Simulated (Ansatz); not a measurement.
Geometry optimisation, RKS PBE0/def2-SVP (Ansatz 0.2.0).

Input file:

```yaml
crystal:
  periodic: [false, false, false]
  atoms:
    - { symbol: Al, position_ang: [0.052388, 0.442179, -0.496598] }
    - { symbol: O, position_ang: [-0.049196, -0.008659, 2.4261] }
    - { symbol: H, position_ang: [-0.965544, -0.104214, 2.710956] }
    - { symbol: F, position_ang: [1.508461, -0.11491, -1.05352] }
    - { symbol: H, position_ang: [-1.309977, -0.201263, -0.925476] }
    - { symbol: F, position_ang: [0.070314, 1.885003, 0.367536] }
    - { symbol: H, position_ang: [0.045054, 0.960364, 2.276801] }
basis:
  gaussian: { orbitals: def2-SVP }
hamiltonian:
  xc: pbe0
relax:
  f_tol: 0.03
  max_steps: 50
```

Launched with:

```bash
$ ansatz run input.yaml --threads 1 --pin off --max-ram 2048MiB --backend cpu --events-out ev --progress --plain --runs-dir out
```

Problem. Where does it end, and by what steps?

Solution. It converged. After 8 steps the energy has fallen by 0.806 eV; O2 moved furthest, 0.58 Å. Joined: Al1–O2 (2.96 → 1.98 Å).

| step | energy less start (eV) | largest force component (eV/Å) | accepted |
| --- | --- | --- | --- |
| 0 | 0.0000 | 0.834 | yes |
| 1 | -0.1862 | 1.200 | yes |
| 2 | -0.4409 | 1.558 | yes |
| 3 | -0.6961 | 1.146 | yes |
| 4 | -0.7767 | 0.645 | yes |
| 5 | -0.8004 | 0.213 | yes |
| 6 | -0.8043 | 0.074 | yes |
| 7 | -0.8055 | 0.064 | yes |
| 8 | -0.8062 | 0.029 | yes |

```xyz
7
Properties=species:S:1:pos:R:3
Al -0.003 0.450 -0.092
O -0.017 0.099 1.857
H -0.778 -0.362 2.235
F 1.418 -0.251 -0.616
H -1.378 -0.165 -0.566
F 0.086 2.101 0.236
H 0.023 0.986 2.252
```

Whether the end is a true minimum wasn't checked by a vibrational analysis.

The run took 19 s on 1 thread of Arm Neoverse V2 (shared host), peak memory 0.15 GiB.
